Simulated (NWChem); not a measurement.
System: CH5FO2Si2; SMILES O[Si@@]1(F)C[SiH2]O1

```xyz
11

O     -1.3057    -1.6691     0.1899
Si    -0.0195    -0.6778    -0.0275
F      1.3117    -1.5932    -0.1154
C     -0.2236     0.6190    -1.3540
Si     0.0328     1.8152     0.1002
O      0.1910     0.4861     1.1605
H     -1.2135    -2.4092     0.7976
H     -1.2138     0.6430    -1.8323
H      0.5573     0.6283    -2.1285
H     -1.1367     2.6670     0.4534
H      1.2746     2.6359     0.0519
```
Atoms are numbered in this order, from 1.

STO-3G and 3-21G are far too small for this property and stand as cheap habits. Structure relaxed at the PBE0/def2-SVP level.

### Question
List the 4 lowest vertical singlet excitations from PBE0/3-21G, TDA (NWChem).

### Answer
```tsv
state	energy (eV)	oscillator strength	leading excitation (squared amplitude)
S1	7.45	0.003	HOMO → LUMO (0.96)
S2	7.74	0.004	HOMO−1 → LUMO (0.97)
S3	8.37	0.105	HOMO−2 → LUMO (0.81)
S4	8.50	0.022	HOMO → LUMO+1 (0.83)
```
